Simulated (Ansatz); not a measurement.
Basis-set extrapolation for `OCNBF` (PBE0-D4/def2-TZVP geometry, frozen core, Ansatz). Multiplicity 1, RHF reference.

```csv
,def2-TZVPP,def2-QZVPP
HF,-294.437652,-294.451463
MP2 correlation,-0.967303,-1.043886
CCSD(T) correlation,-1.027671,not run
```

Energies in hartree. Use E(X) = E(∞) + A·exp(−7.88·√X) for Hartree–Fock and E(X) = E(∞) + B·X^(−2.97) for correlation, with X = 3 and 4, and add CCSD(T) minus MP2 of the smaller set to the MP2 limit.

Problem. What is the CCSD(T) energy at the basis-set limit?

Solution. HF limit: -294.451463 + (-0.013811) × 0.13774 = -294.45337. MP2 limit: -1.043886 + (-0.076583) × 0.74074 = -1.10061. Higher-order term: -1.027671 − (-0.967303) = -0.06037. Total: -295.61435 hartree, 391.3 kJ/mol below CCSD(T)/def2-TZVPP.
